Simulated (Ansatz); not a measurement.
This triplet is an excited state, 2.60 eV above the relaxed singlet at the level frozen-core CCSD(T)/cc-pVTZ // PBE0-D3(BJ)/def2-TZVP (Ansatz, a program for electronic structure).

Calculation: PBE0-D3(BJ)/def2-TZVP run with Ansatz. No frequencies were computed at this level.

Ansatz 0.2 input:
```yaml
crystal:
  periodic: [false, false, false]
  atoms:
    - { symbol: N, position_ang: [1.018935, 0.300106, 0.222004] }
    - { symbol: Si, position_ang: [-0.252822, -0.866932, -0.086506] }
    - { symbol: O, position_ang: [-1.775896, -0.243767, -0.06241] }
    - { symbol: H, position_ang: [1.799308, -0.022225, 0.773653] }
    - { symbol: H, position_ang: [1.372633, 0.804528, -0.582845] }
    - { symbol: H, position_ang: [-2.162154, 0.028291, 0.774251] }
basis:
  gaussian: { orbitals: def2-tzvp }
hamiltonian:
  xc: pbe0
  dispersion: d3bj
relax:
  max_steps: 150
magnetization:
  spin_polarized: true
  initial_magnetization: 2
```

Output:

```
Functional definition: PBE0
706 factors; their error is unknown
mean field evaluation 1: about -11447.1019 eV, gradient 5.2e1 eV
mean field evaluation 2: about -11426.3451 eV, gradient 8.4e1 eV
mean field evaluation 4: about -11456.8078 eV, gradient 2.7e0 eV
mean field evaluation 8: about -11456.8805 eV, gradient 2.1e-1 eV
mean field evaluation 16: about -11456.8807 eV, gradient 4.4e-5 eV
mean field -11456.88069103 eV, -421.0325996428 hartree, gradient 4.4e-5 eV, S^2 2.003450; 0 other end points of the search recorded, 0 dependent functions left out
reference -11456.88071825 eV, -421.0326006429 hartree; 17, 15 occupied and 100, 102 virtual orbitals, 706 factors
relax step   1: F+E_penalty+E_count = -11456.95879918 eV  Δ(F+E_penalty+E_count) = +0.000e0 eV  max|allowed force component| = 3.929e-1 eV/Å  Δτ_max = 0.0000 Å  (30 SCF iters, accepted)
these checks for a lower state are left out or cut short: starts, cluster_reference, orbital_swaps, neighbouring_geometries, increment
706 factors; their error is unknown
mean field -11456.91443355 eV, -421.0338396573 hartree, gradient 2.1e-5 eV, S^2 2.003441; 0 other end points of the search recorded, 0 dependent functions left out
reference -11456.91446106 eV, -421.0338406683 hartree; 17, 15 occupied and 100, 102 virtual orbitals, 706 factors
relax step   2: F+E_penalty+E_count = -11456.99222335 eV  Δ(F+E_penalty+E_count) = -3.342e-2 eV  max|allowed force component| = 4.725e-1 eV/Å  Δτ_max = 0.1264 Å  (32 SCF iters, accepted)
these checks for a lower state are left out or cut short: starts, cluster_reference, orbital_swaps, neighbouring_geometries, increment
706 factors; their error is unknown
mean field -11456.92585709 eV, -421.0342594646 hartree, gradient 3.8e-5 eV, S^2 2.003395; 0 other end points of the search recorded, 0 dependent functions left out
reference -11456.92588489 eV, -421.0342604863 hartree; 17, 15 occupied and 100, 102 virtual orbitals, 706 factors
relax step   3: F+E_penalty+E_count = -11457.00325384 eV  Δ(F+E_penalty+E_count) = -1.103e-2 eV  max|allowed force component| = 9.119e-1 eV/Å  Δτ_max = 0.1514 Å  (33 SCF iters, accepted)
these checks for a lower state are left out or cut short: starts, cluster_reference, orbital_swaps, neighbouring_geometries, increment
706 factors; their error is unknown
mean field evaluation 32: about -11456.5377 eV, gradient 8.5e0 eV
mean field -11456.95291840 eV, -421.0352539496 hartree, gradient 1.0e-5 eV, S^2 2.003074; 0 other end points of the search recorded, 0 dependent functions left out
reference -11456.95294622 eV, -421.0352549721 hartree; 17, 15 occupied and 100, 102 virtual orbitals, 706 factors
relax step   4: F+E_penalty+E_count = -11457.03005320 eV  Δ(F+E_penalty+E_count) = -2.680e-2 eV  max|allowed force component| = 1.528e-1 eV/Å  Δτ_max = 0.1601 Å  (38 SCF iters, accepted)
these checks for a lower state are left out or cut short: starts, cluster_reference, orbital_swaps, neighbouring_geometries, increment
706 factors; their error is unknown
mean field -11456.95998262 eV, -421.0355135550 hartree, gradient 1.9e-5 eV, S^2 2.003121; 0 other end points of the search recorded, 0 dependent functions left out
reference -11456.96001041 eV, -421.0355145760 hartree; 17, 15 occupied and 100, 102 virtual orbitals, 706 factors
relax step   5: F+E_penalty+E_count = -11457.03731484 eV  Δ(F+E_penalty+E_count) = -7.262e-3 eV  max|allowed force component| = 7.195e-2 eV/Å  Δτ_max = 0.0714 Å  (34 SCF iters, accepted)
these checks for a lower state are left out or cut short: starts, cluster_reference, orbital_swaps, neighbouring_geometries, increment
706 factors; their error is unknown
mean field -11456.96098887 eV, -421.0355505340 hartree, gradient 2.0e-5 eV, S^2 2.003146; 0 other end points of the search recorded, 0 dependent functions left out
reference -11456.96101666 eV, -421.0355515552 hartree; 17, 15 occupied and 100, 102 virtual orbitals, 706 factors
relax step   6: F+E_penalty+E_count = -11457.03826334 eV  Δ(F+E_penalty+E_count) = -9.485e-4 eV  max|allowed force component| = 4.209e-2 eV/Å  Δτ_max = 0.0229 Å  (33 SCF iters, accepted)
these checks for a lower state are left out or cut short: starts, cluster_reference, orbital_swaps, neighbouring_geometries, increment
706 factors; their error is unknown
mean field -11456.96113053 eV, -421.0355557397 hartree, gradient 1.1e-5 eV, S^2 2.003136; 0 other end points of the search recorded, 0 dependent functions left out
reference -11456.96115834 eV, -421.0355567617 hartree; 17, 15 occupied and 100, 102 virtual orbitals, 706 factors
relax step   7: F+E_penalty+E_count = -11457.03839824 eV  Δ(F+E_penalty+E_count) = -1.349e-4 eV  max|allowed force component| = 1.481e-2 eV/Å  Δτ_max = 0.0072 Å  (35 SCF iters, accepted)
these checks for a lower state are left out or cut short: starts, cluster_reference, orbital_swaps, neighbouring_geometries, increment
706 factors; their error is unknown
mean field evaluation 64: about -11456.9612 eV, gradient 4.8e-4 eV
mean field -11456.96115029 eV, -421.0355564659 hartree, gradient 1.8e-5 eV, S^2 2.003140; 0 other end points of the search recorded, 0 dependent functions left out
reference -11456.96117810 eV, -421.0355574878 hartree; 17, 15 occupied and 100, 102 virtual orbitals, 706 factors
relax step   8: F+E_penalty+E_count = -11457.03841767 eV  Δ(F+E_penalty+E_count) = -1.943e-5 eV  max|allowed force component| = 5.789e-3 eV/Å  Δτ_max = 0.0020 Å  (27 SCF iters, accepted)
706 factors; their error is unknown
mean field -11456.96115029 eV, -421.0355564659 hartree, gradient 2.1e-5 eV, S^2 2.003140; 1 other end points of the search recorded, 0 dependent functions left out
reference -11456.96117810 eV, -421.0355574878 hartree; 17, 15 occupied and 100, 102 virtual orbitals, 706 factors
Total energy: -11457.03844548 eV, -421.0383970118 hartree
Atom 0 at     1.083763     0.263230     0.101529 Å, force    -0.001144    -0.001142     0.001511 eV/Å
Atom 1 at    -0.299625    -0.711648    -0.185393 Å, force    -0.000171     0.005789     0.000534 eV/Å
Atom 2 at    -1.830657    -0.093004     0.002321 Å, force     0.002912    -0.003090    -0.001652 eV/Å
Atom 3 at     1.658974     0.120061     0.916620 Å, force    -0.001228    -0.000536    -0.001090 eV/Å
Atom 4 at     1.607187     0.654661    -0.665825 Å, force     0.000010    -0.001193    -0.000701 eV/Å
Atom 5 at    -2.219637    -0.233298     0.868895 Å, force    -0.000379     0.000172     0.001399 eV/Å
Dipole moment:     0.289179     0.016916     0.285847 e Å
```

Cost: about 20 core-seconds (a rough figure).
